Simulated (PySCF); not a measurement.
Ga2(mu-H)2(H)4, H6Ga2, singlet, PBE0/def2-SVP optimised geometry.

```
8

Ga    -0.54     1.18     0.00
Ga     0.54    -1.18     0.00
H      0.00     0.00     1.18
H      0.47     2.36     0.00
H     -2.10     1.18     0.00
H      0.00     0.00    -1.18
H      2.10    -1.18     0.00
H     -0.47    -2.36     0.00
```

Density from PBE0/def2-TZVP (PySCF) at that geometry.

Minimum of the electron density along straight lines between bonded atoms, close to the bond critical point (lines longer than 1.1 times the sum of covalent radii, or with two minima, are not listed):

```csv
bond,length / Å,ρ at the minimum / e bohr⁻³,∇²ρ there / e bohr⁻⁵,position (fraction from the first atom)
Ga1–Ga2,2.594,0.047,0.04,0.50
Ga1–H4,1.556,0.118,0.14,0.60
Ga1–H5,1.556,0.118,0.14,0.60
Ga2–H7,1.556,0.118,0.14,0.60
Ga2–H8,1.556,0.118,0.14,0.60
```
